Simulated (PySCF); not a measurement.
# From computed data to an observable: oscillator strength and radiative lifetime

B(Me)2(NH2) (C₂H₈BN), SMILES CB(C)N.

Geometry: TPSSh-D3(BJ)/def2-SVP. Other conformers were not sampled.

PySCF 2.14.0 with TDDFT-B3LYP/def2-SVPD puts the first singlet state with f over 0.02 at 6.89 eV (vertical), with the transition dipole (0.000, 0.359, 0.000) in atomic units.

### Question
Find the oscillator strength, the wavelength and the radiative lifetime that this transition would have in vacuum if emission retraced absorption.

### Answer

|μ|² = 0.1289 au, so |μ| = 0.91 D. ΔE = 6.89/27.211 = 0.2532 hartree. f = (2/3) ΔE |μ|² = 0.022 (the program prints 0.022).
λ = 1239.84/6.89 = 180 nm; ν = 55572 cm⁻¹.
Einstein's coefficient A = 0.6670 ν² f s⁻¹ (ν in cm⁻¹) = 4.5e7 s⁻¹, so τ = 1/A = 22 ns. This state is S1. The figure is the radiative limit of this one transition; relaxation, internal conversion, crossing to triplets and a medium change what is measured.
